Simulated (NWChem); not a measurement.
System: CBrCl2F; SMILES FC(Cl)(Cl)Br

Input file for NWChem:

```
start job
memory heap 200 mb stack 900 mb global 1100 mb
geometry units angstroms noautosym nocenter noautoz
  F      1.607770     0.612719     0.000000
  C      0.289810     0.470061     0.000000
  Cl    -0.365675     1.231926    -1.449050
  Cl    -0.365675     1.231926     1.449050
  Br    -0.112682    -1.432070     0.000000
end
basis spherical
  * library def2-svp
end
dft
  xc m05-2x
  iterations 150
end
cosmo
  dielec 78.4
end
task dft energy
```

Excerpt of the output:

```
             Northwest Computational Chemistry Package (NWChem) 7.3.0
             --------------------------------------------------------

                             Geometry "geometry" -> ""
                             -------------------------

 Output coordinates in angstroms (scale by  1.889725989 to convert to a.u.)

  No.       Tag          Charge          X              Y              Z
 ---- ---------------- ---------- -------------- -------------- --------------
    1 F                    9.0000     1.60777000     0.61271900     0.00000000
    2 C                    6.0000     0.28981000     0.47006100     0.00000000
    3 Cl                  17.0000    -0.36567500     1.23192600    -1.44905000
    4 Cl                  17.0000    -0.36567500     1.23192600     1.44905000
    5 Br                  35.0000    -0.11268200    -1.43207000     0.00000000

 Effective nuclear repulsion energy (a.u.)     526.1276272949

                                 NWChem DFT Module
                                 -----------------

 Summary of "ao basis" -> "ao basis" (spherical)
 ------------------------------------------------------------------------------
       Tag                 Description            Shells   Functions and Types
 ---------------- ------------------------------  ------  ---------------------
 F                          def2-svp                 6       14   3s2p1d
 C                          def2-svp                 6       14   3s2p1d
 Cl                         def2-svp                 8       18   4s3p1d
 Br                         def2-svp                12       32   5s4p3d

 in cosmo_initialize ...

 solvent parameters
 solvname_short: unkn
 solvname_long:  unknown
 dielec:       78.4000

          ---------------
          -cosmo- solvent
          ---------------
 Cosmo: York-Karplus, doi: 10.1021/jp992097l
 dielectric constant -eps-     =  78.40
 screen = (eps-1)/(eps    )    =   0.98724
 surface charge correction     = lagrangian

   van der Waals surface
 --------------------------

[...]

                                   COSMO solvation results
                                   -----------------------

                 gas phase energy =     -3631.693024757753
                 sol phase energy =     -3631.694487132590
 (electrostatic) solvation energy =         0.001462374838 (    0.92 kcal/mol)

                       DFT Final Molecular Orbital Analysis
                       ------------------------------------

 Vector   40  Occ=2.000000D+00  E=-3.976977D-01
              MO Center= -3.1D-01,  1.1D+00, -2.6D-07, r^2= 3.5D+00
   Bfn.  Coefficient  Atom+Function         Bfn.  Coefficient  Atom+Function
  ----- ------------  ---------------      ----- ------------  ---------------
    41     -0.329670  3 Cl pz                59     -0.329670  4 Cl pz
    39      0.310406  3 Cl px                57     -0.310406  4 Cl px
    38     -0.246864  3 Cl pz                56     -0.246864  4 Cl pz
    36      0.237861  3 Cl px                54     -0.237861  4 Cl px
    35     -0.140266  3 Cl pz                53     -0.140266  4 Cl pz

 Vector   41  Occ=2.000000D+00  E=-3.749594D-01
              MO Center= -1.2D-01, -9.2D-01, -1.3D-08, r^2= 2.9D+00
   Bfn.  Coefficient  Atom+Function         Bfn.  Coefficient  Atom+Function
  ----- ------------  ---------------      ----- ------------  ---------------
    79      0.525326  5 Br px                76      0.471550  5 Br px
    73     -0.310849  5 Br px                80     -0.176537  5 Br py
    40     -0.172728  3 Cl py                58     -0.172728  4 Cl py
    77     -0.163902  5 Br py                37     -0.125801  3 Cl py
    55     -0.125801  4 Cl py                39     -0.121357  3 Cl px

 Vector   42  Occ=2.000000D+00  E=-3.663531D-01
              MO Center= -1.8D-01, -6.5D-01,  6.3D-08, r^2= 3.5D+00
   Bfn.  Coefficient  Atom+Function         Bfn.  Coefficient  Atom+Function
  ----- ------------  ---------------      ----- ------------  ---------------
    81      0.525179  5 Br pz                78      0.473304  5 Br pz
    75     -0.311060  5 Br pz                40     -0.263074  3 Cl py
    58      0.263074  4 Cl py                37     -0.195316  3 Cl py
    55      0.195316  4 Cl py                34     -0.110341  3 Cl py
    52      0.110341  4 Cl py                72      0.100919  5 Br pz

 Vector   43  Occ=0.000000D+00  E=-1.054737D-02
              MO Center= -1.1D-01, -4.1D-01,  2.1D-08, r^2= 3.3D+00
   Bfn.  Coefficient  Atom+Function         Bfn.  Coefficient  Atom+Function
  ----- ------------  ---------------      ----- ------------  ---------------
    17      0.982611  2 C  s                 80     -0.879080  5 Br py
    69     -0.593922  5 Br s                 16      0.475017  2 C  s
    22     -0.438672  2 C  py                21     -0.390662  2 C  px
    77     -0.296208  5 Br py                19     -0.290094  2 C  py
    41     -0.287840  3 Cl pz                59      0.287840  4 Cl pz

 Vector   44  Occ=0.000000D+00  E= 5.882231D-02
              MO Center= -6.0D-02,  6.9D-01,  9.5D-08, r^2= 3.0D+00
   Bfn.  Coefficient  Atom+Function         Bfn.  Coefficient  Atom+Function
  ----- ------------  ---------------      ----- ------------  ---------------
    22      0.798703  2 C  py                41     -0.595830  3 Cl pz
    59      0.595830  4 Cl pz                19      0.544629  2 C  py
    32     -0.476494  3 Cl s                 50     -0.476494  4 Cl s
    21     -0.428139  2 C  px                17      0.406910  2 C  s
    80      0.382166  5 Br py                16      0.291748  2 C  s

[...]
```

Level: M05-2X/def2-SVP, COSMO on the gas-phase geometry. All runs use the structure optimised with PBE0/def2-SVP. COSMO prints the solvation energy as gas minus solution, so a positive value is a stabilisation.
